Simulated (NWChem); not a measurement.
System: heptafluoropropane (C₃HF₇); SMILES C(C(F)(F)F)(C(F)(F)F)F

NWChem input:

```
start job
memory heap 200 mb stack 900 mb global 1100 mb
geometry units angstroms noautosym nocenter noautoz
  F     -1.817626    -0.053053     0.000000
  C     -0.539936    -0.504307     0.000000
  C      0.134877    -0.031989     1.288655
  F     -0.548887    -0.492586     2.330532
  F      1.376168    -0.503196     1.358177
  F      0.176313     1.290135     1.369319
  C      0.134877    -0.031989    -1.288655
  F      0.176313     1.290135    -1.369319
  F     -0.548887    -0.492586    -2.330532
  F      1.376168    -0.503196    -1.358177
  H     -0.524876    -1.606864     0.000000
end
basis spherical
  * library 6-31g*
end
dft
  xc m05-2x
  iterations 150
end
cosmo
  do_cosmo_smd true
  solvent cychexan
end
task dft energy
```

NWChem printed, in part:

```
             Northwest Computational Chemistry Package (NWChem) 7.3.0
             --------------------------------------------------------

                             Geometry "geometry" -> ""
                             -------------------------

 Output coordinates in angstroms (scale by  1.889725989 to convert to a.u.)

  No.       Tag          Charge          X              Y              Z
 ---- ---------------- ---------- -------------- -------------- --------------
    1 F                    9.0000    -1.81762600    -0.05305300     0.00000000
    2 C                    6.0000    -0.53993600    -0.50430700     0.00000000
    3 C                    6.0000     0.13487700    -0.03198900     1.28865500
    4 F                    9.0000    -0.54888700    -0.49258600     2.33053200
    5 F                    9.0000     1.37616800    -0.50319600     1.35817700
    6 F                    9.0000     0.17631300     1.29013500     1.36931900
    7 C                    6.0000     0.13487700    -0.03198900    -1.28865500
    8 F                    9.0000     0.17631300     1.29013500    -1.36931900
    9 F                    9.0000    -0.54888700    -0.49258600    -2.33053200
   10 F                    9.0000     1.37616800    -0.50319600    -1.35817700
   11 H                    1.0000    -0.52487600    -1.60686400     0.00000000

 Effective nuclear repulsion energy (a.u.)     665.4823206618

                                 NWChem DFT Module
                                 -----------------

 Summary of "ao basis" -> "ao basis" (spherical)
 ------------------------------------------------------------------------------
       Tag                 Description            Shells   Functions and Types
 ---------------- ------------------------------  ------  ---------------------
 F                           6-31g*                  6       14   3s2p1d
 C                           6-31g*                  6       14   3s2p1d
 H                           6-31g*                  2        2   2s

 in cosmo_initialize ...
 calling solv_data for solv:cychexan

 solvent parameters
 solvname_short: cychexan
 solvname_long:  cyclohexane
 dielec:        2.0165
 dielecinf:     2.0352
 nonaqueous SMD model solvent descriptors
 dielec:        2.0165
 sola:          0.0000
 solb:          0.0000
 solc:          0.0000
 solg:         35.4800
 solh:          0.0000
 soln:          1.4266

[...]

                                COSMO-SMD solvation results
                                ---------------------------

             internal energy in gas <Psi(g)|H|Psi(g)> =      -813.739554131327
         internal energy in solvent <Psi(s)|H|Psi(s)> =      -813.739337774890
                               delta internal energy  =         0.000216356437 (    0.14 kcal/mol)
   total free energy in solvent <Psi(s)|H+V/2|Psi(s)> =      -813.742500730595
 polarization energy contribution <Psi(s)|V/2|Psi(s)> =        -0.003162955705 (   -1.98 kcal/mol)
    total free energy in solvent including G(SMD-CDS) =      -813.739929469766
                       G(SMD-CDS) energy contribution =         0.002571260830 (    1.61 kcal/mol)
     1 M fixed-concentration free energy of solvation =        -0.000375338439 (   -0.24 kcal/mol)

                       DFT Final Molecular Orbital Analysis
                       ------------------------------------

 Vector   39  Occ=2.000000D+00  E=-5.195086D-01
              MO Center=  2.8D-01,  7.8D-02,  1.4D-07, r^2= 4.9D+00
   Bfn.  Coefficient  Atom+Function         Bfn.  Coefficient  Atom+Function
  ----- ------------  ---------------      ----- ------------  ---------------
    46      0.240863   4 F  py              116     -0.240863   9 F  py
    73      0.212983   6 F  px              101     -0.212983   8 F  px
    60     -0.191978   5 F  py              130      0.191978  10 F  py
    75     -0.186029   6 F  pz              103     -0.186029   8 F  pz
    45     -0.177468   4 F  px              115      0.177468   9 F  px

 Vector   40  Occ=2.000000D+00  E=-4.595555D-01
              MO Center= -7.0D-01, -3.0D-01, -2.8D-08, r^2= 2.5D+00
   Bfn.  Coefficient  Atom+Function         Bfn.  Coefficient  Atom+Function
  ----- ------------  ---------------      ----- ------------  ---------------
     4      0.374652   1 F  py               18     -0.315063   2 C  py
     8      0.282111   1 F  py              141      0.209335  11 H  s
   142      0.200797  11 H  s                 3      0.166254   1 F  px
    75     -0.150897   6 F  pz              103      0.150897   8 F  pz
    17     -0.144123   2 C  px               33      0.140398   3 C  pz

 Vector   41  Occ=2.000000D+00  E=-4.479180D-01
              MO Center= -3.7D-01, -1.6D-01,  4.2D-08, r^2= 3.2D+00
   Bfn.  Coefficient  Atom+Function         Bfn.  Coefficient  Atom+Function
  ----- ------------  ---------------      ----- ------------  ---------------
    19     -0.342933   2 C  pz                5      0.327783   1 F  pz
     9      0.250006   1 F  pz               33      0.202382   3 C  pz
    89      0.202382   7 C  pz               47     -0.192628   4 F  pz
   117     -0.192628   9 F  pz               34     -0.151858   3 C  s
    90      0.151858   7 C  s                61     -0.150776   5 F  pz

 Vector   42  Occ=0.000000D+00  E= 1.106246D-01
              MO Center= -4.4D-01, -2.9D-01, -1.3D-08, r^2= 2.5D+00
   Bfn.  Coefficient  Atom+Function         Bfn.  Coefficient  Atom+Function
  ----- ------------  ---------------      ----- ------------  ---------------
    21      0.719064   2 C  px                6      0.560276   1 F  s
     7      0.342885   1 F  px               17      0.326707   2 C  px
    35      0.270290   3 C  px               91      0.270290   7 C  px
     3      0.268673   1 F  px              142     -0.260371  11 H  s
    22     -0.244974   2 C  py               31      0.245188   3 C  px

[...]
```

Level: M05-2X/6-31G* (spherical d), SMD on the gas-phase geometry. Coordinates come from a PBE0/def2-SVP optimisation. Solvent: cyclohexane.
